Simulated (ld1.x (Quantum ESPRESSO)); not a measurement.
## Reading a pseudo-wave (Ru)

Columns: radius, all-electron u(r) and pseudo u(r) of the 4d shell (level -6.03 eV) of ruthenium in the configuration [Ar] 3d10 4s2 4p6 4d7 5s0.5 5p0.5; PBE, scalar-relativistic, PAW scheme, ld1.x (Quantum ESPRESSO) 7.5.

```
r (bohr)  all-electron   pseudo
   0.135        0.2530  -0.0023
   0.270        0.3840  -0.0177
   0.405        0.1787  -0.0562
   0.540       -0.1312  -0.1224
   0.675       -0.4084  -0.2145
   0.810       -0.6101  -0.3245
   0.945       -0.7348  -0.4400
   1.080       -0.7966  -0.5470
   1.215       -0.8133  -0.6328
   1.350       -0.8003  -0.6889
   1.485       -0.7691  -0.7121
   1.620       -0.7277  -0.7053
   1.755       -0.6812  -0.6757
   1.890       -0.6331  -0.6329
   2.025       -0.5854  -0.5856
   2.160       -0.5395  -0.5395
   2.295       -0.4959  -0.4959
   2.430       -0.4550  -0.4550
   2.565       -0.4169  -0.4169
   2.700       -0.3817  -0.3817
   2.835       -0.3492  -0.3492
   2.970       -0.3194  -0.3194
   3.105       -0.2920  -0.2920
   3.240       -0.2668  -0.2668
   3.375       -0.2438  -0.2438
   3.510       -0.2227  -0.2227
```

Task: How many radial nodes do the two functions have?

Result: The all-electron 4d function has n − l − 1 = 1; the pseudo-wave has 0, since the states of the same l below it are removed with the core.

Task: At about which radius was the pseudo-wave matched?

Result: 2.15 bohr. The columns agree to 0.0005 from 1.89 bohr on; several derivatives are matched, so the curves merge somewhat inside the radius.

Task: Is the pseudo-wave norm-conserving?

Result: No, it belongs to a PAW set: the norm inside the radius is not constrained, and the difference is carried by the augmentation charge.
